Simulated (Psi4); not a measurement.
Psi4 was given this input:
```
memory 2 GB

molecule mol {
-1 2
  Si    0.060900    0.224900    0.465600
  C    -0.932000    1.384200   -0.671600
  C     1.769600   -0.110800   -0.303000
  C    -0.876900   -1.418200    0.674900
  H     0.233600    0.862200    1.784900
  H    -1.080300    0.948100   -1.655800
  H    -1.913200    1.597100   -0.258100
  H    -0.422700    2.333400   -0.808800
  H     2.362300   -0.768900    0.325300
  H     1.683600   -0.581300   -1.278700
  H     2.331300    0.809400   -0.433100
  H    -1.023800   -1.918800   -0.278300
  H    -1.857000   -1.259700    1.114600
  H    -0.335500   -2.101700    1.322200
}

set basis cc-pvdz
set reference uks
set scf_type pk
set puream true
set d_convergence 1e-8
set dft_radial_points 99
set dft_spherical_points 590

energy('cam-b3lyp')
print_variables()
```

Problem. What does this run give for the number of basis functions, <S^2>, total energy, nuclear repulsion energy?

Solution. 
```yaml
number_of_basis_functions: 110
"<S^2>": 0.752
total_energy: -409.6255 Eh
nuclear_repulsion_energy: 173.7586 Eh
```

A gas-phase anion may not be bound at this level; its values then depend on the basis.

These values belong to the state on which the SCF converged, which isn't shown to be the lowest.

Problem. Roughly what does it cost on one core?

Solution. about 2.9 core-minutes (a rough figure).
